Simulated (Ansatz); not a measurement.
Ansatz (a quantum-chemistry and plane-wave program) input (CCSD(T)/aug-cc-pVDZ):

Ansatz 0.2 input:
```yaml
crystal:
  periodic: [false, false, false]
  atoms:
    - {symbol: C, position_ang: [-1.21851666, -0.24708882, 1.27593930]}
    - {symbol: C, position_ang: [-0.77261199, -0.19628231, -0.18808598]}
    - {symbol: C, position_ang: [-1.60998027, 0.86007518, -0.93678077]}
    - {symbol: C, position_ang: [-1.01556039, -1.57229583, -0.84014697]}
    - {symbol: C, position_ang: [0.68205546, 0.15302856, -0.34361795]}
    - {symbol: C, position_ang: [1.59536073, 0.41595680, 0.65657290]}
    - {symbol: C, position_ang: [2.92353169, 0.73216187, 0.44584738]}
    - {symbol: H, position_ang: [-0.66198475, -0.99969656, 1.83727524]}
    - {symbol: H, position_ang: [-1.08148538, 0.71690346, 1.76907776]}
    - {symbol: H, position_ang: [-2.27778457, -0.50364377, 1.33402540]}
    - {symbol: H, position_ang: [-2.67194013, 0.60632241, -0.89486964]}
    - {symbol: H, position_ang: [-1.47525001, 1.84814084, -0.49374128]}
    - {symbol: H, position_ang: [-1.31776819, 0.91792921, -1.98717251]}
    - {symbol: H, position_ang: [-2.07563087, -1.83377994, -0.79792870]}
    - {symbol: H, position_ang: [-0.44906747, -2.35100650, -0.32691659]}
    - {symbol: H, position_ang: [-0.71037350, -1.56753483, -1.88842942]}
    - {symbol: H, position_ang: [1.03577389, 0.19863886, -1.37137514]}
    - {symbol: H, position_ang: [1.25398800, 0.37341868, 1.68571847]}
    - {symbol: H, position_ang: [3.59311089, 0.92857071, 1.27090021]}
    - {symbol: H, position_ang: [3.33274062, 0.79240469, -0.55493122]}
basis:
  gaussian:
    orbitals: aug-cc-pVDZ
magnetization: {spin_polarized: true, initial_magnetization: 1}
correlation: {method: ccsd_t, electrons: outside_noble_gas}
output: {forces: true}
```

Output:

```
Functional definition: HF
integrals: 4.42 GiB planned
2759 factors; integrals over basis functions are off by at most 8.3e-4 eV
1.61 GiB of device memory are held for the factors and their scratch space
mean field: 2.40 GiB planned
mean field evaluation 1: about -7411.2981 eV, gradient 3.4e1 eV
mean field evaluation 2: about -7411.3042 eV, gradient 3.4e1 eV
mean field evaluation 4: about -7418.5608 eV, gradient 4.6e0 eV
mean field evaluation 8: about -7418.8675 eV, gradient 1.8e-1 eV
mean field evaluation 16: about -7418.5537 eV, gradient 4.6e0 eV
mean field evaluation 32: about -7412.7941 eV, gradient 4.8e0 eV
mean field -7418.86805956 eV, -272.6383724995 hartree, gradient 2.0e-6 eV, S^2 0.940473; 0 other end points of the search recorded, 0 dependent functions left out
7 core orbitals not correlated
reference -7418.86805956 eV, -272.6383724995 hartree; 21, 20 occupied and 250, 251 virtual orbitals, 2759 factors
densities: 47.80 GiB planned
second order -26.95012896 eV of doubles, -0.00000000 eV of singles
coupled cluster: 34.01 GiB planned
cycle   1  -28.51410814 eV  change    -1.6e0 eV  update   1.2e-1
cycle   2  -29.34360209 eV  change   -8.3e-1 eV  update   4.4e-2
cycle   3  -29.53982041 eV  change   -2.0e-1 eV  update   2.7e-2
cycle   4  -29.55474501 eV  change   -1.5e-2 eV  update   1.4e-2
cycle   5  -29.55540109 eV  change   -6.6e-4 eV  update   5.2e-3
cycle   6  -29.55662189 eV  change   -1.2e-3 eV  update   1.7e-3
cycle   7  -29.55687535 eV  change   -2.5e-4 eV  update   5.0e-4
cycle   8  -29.55698827 eV  change   -1.1e-4 eV  update   2.1e-4
cycle   9  -29.55699300 eV  change   -4.7e-6 eV  update   7.6e-5
cycle  10  -29.55696472 eV  change    2.8e-5 eV  update   3.5e-5
cycle  11  -29.55698701 eV  change   -2.2e-5 eV  update   1.9e-5
cycle  12  -29.55699660 eV  change   -9.6e-6 eV  update   1.1e-5
cycle  13  -29.55700240 eV  change   -5.8e-6 eV  update   6.4e-6
cycle  14  -29.55700294 eV  change   -5.4e-7 eV  update   3.2e-6
cycle  15  -29.55700006 eV  change    2.9e-6 eV  update   1.5e-6
coupled cluster: 34.01 GiB planned
perturbative correction -1.08058493 eV, -0.0397107639 hartree
the calculation of the forces begins
1.61 GiB of device memory are held for the factors and their scratch space
Total energy: -7449.50564455 eV, -273.7642829810 hartree
Atom 0 at    -1.218517    -0.247089     1.275939 Å, force     0.070453     0.012416    -0.120847 eV/Å
Atom 1 at    -0.772612    -0.196282    -0.188086 Å, force    -0.202198    -0.050525    -0.027987 eV/Å
Atom 2 at    -1.609980     0.860075    -0.936781 Å, force     0.098486    -0.130516     0.098258 eV/Å
Atom 3 at    -1.015560    -1.572296    -0.840147 Å, force     0.025498     0.168151     0.086392 eV/Å
Atom 4 at     0.682055     0.153029    -0.343618 Å, force    -0.371039    -0.106834    -0.406766 eV/Å
Atom 5 at     1.595361     0.415957     0.656573 Å, force    -0.319717    -0.054811     0.587007 eV/Å
Atom 6 at     2.923532     0.732162     0.445847 Å, force     0.652016     0.154223    -0.128780 eV/Å
Atom 7 at    -0.661985    -0.999697     1.837275 Å, force     0.268832    -0.355124     0.252128 eV/Å
Atom 8 at    -1.081485     0.716903     1.769078 Å, force     0.070419     0.456782     0.219872 eV/Å
Atom 9 at    -2.277785    -0.503644     1.334025 Å, force    -0.489350    -0.119325     0.006596 eV/Å
Atom 10 at    -2.671940     0.606322    -0.894870 Å, force    -0.487631    -0.127836     0.025803 eV/Å
Atom 11 at    -1.475250     1.848141    -0.493741 Å, force     0.070470     0.458520     0.216341 eV/Å
Atom 12 at    -1.317768     0.917929    -1.987173 Å, force     0.147740     0.015035    -0.485549 eV/Å
Atom 13 at    -2.075631    -1.833780    -0.797929 Å, force    -0.492096    -0.109567     0.025078 eV/Å
Atom 14 at    -0.449067    -2.351006    -0.326917 Å, force     0.269742    -0.356903     0.248736 eV/Å
Atom 15 at    -0.710373    -1.567535    -1.888429 Å, force     0.146920     0.018388    -0.485682 eV/Å
Atom 16 at     1.035774     0.198639    -1.371375 Å, force     0.187560     0.025350    -0.515657 eV/Å
Atom 17 at     1.253988     0.373419     1.685718 Å, force    -0.153714    -0.017909     0.494749 eV/Å
Atom 18 at     3.593111     0.928571     1.270900 Å, force     0.320045     0.093986     0.397041 eV/Å
Atom 19 at     3.332741     0.792405    -0.554931 Å, force     0.187565     0.026500    -0.486734 eV/Å
Dipole moment:    -0.098810    -0.024530    -0.009648 e Å
```

It need not be the lowest isomer of its formula.

The determinant is spin-contaminated: <S^2> is 0.94 against 0.75 for a pure state.
